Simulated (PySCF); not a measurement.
# Multinuclear NMR of C$_{5}$H$_{10}$O$_{3}$Si

Atoms are numbered as in `[CH2:1]=[CH:2][O:3][SiH2:4][CH2:5][C:6](=[O:7])[O:8][CH3:9]`. Hydrogens are named by the atom that carries them. Ha(C1) is cis to O3; Hb(C1) is trans to O3.

Gas phase, one computed conformer, non-relativistic Hamiltonian, averaged over atoms made equivalent by symmetry, fast rotation or ring inversion. PBE0/pcSseg-1 with gauge-including orbitals; GFN2-xTB geometry; PySCF 2.14.

Task: Where does ²⁹Si resonate?

Result: 
```csv
atoms,environment,σ (ppm),δ (ppm)
Si4,"silicon bonded to C, O, 2 H",369.4,-23.7
```

Shieldings were converted by a linear fit to measured shifts: ²⁹Si (scatter 8.9 ppm rms, 25.8 ppm with the 6 outliers that the fit left out vs TMS, solution or neat liquid). A few per cent of atoms miss by over 2 rms, more outside the fitted compound classes.

On a 600 MHz spectrometer ²⁹Si resonates near 119.2 MHz, so 1 ppm is 119.2 Hz.

Task: What are the ¹⁷O shifts?

Result: 
```json
{"atoms": "O7", "environment": "ester carbonyl oxygen", "σ (ppm)": "-110.9", "δ (ppm)": "367.7"}
{"atoms": "O8", "environment": "ester alkoxy oxygen", "σ (ppm)": "142.1", "δ (ppm)": "137.3"}
{"atoms": "O3", "environment": "oxygen bonded to C, Si", "σ (ppm)": "225.6", "δ (ppm)": "61.2"}
```

Shieldings were converted by a linear fit to measured shifts: ¹⁷O (scatter 10.7 ppm rms, 12.2 ppm with the 3 outliers that the fit left out vs liquid water, solution or neat liquid). A few per cent of atoms miss by over 2 rms, more outside the fitted compound classes.

On a 500 MHz spectrometer ¹⁷O resonates near 67.8 MHz, so 1 ppm is 67.8 Hz.
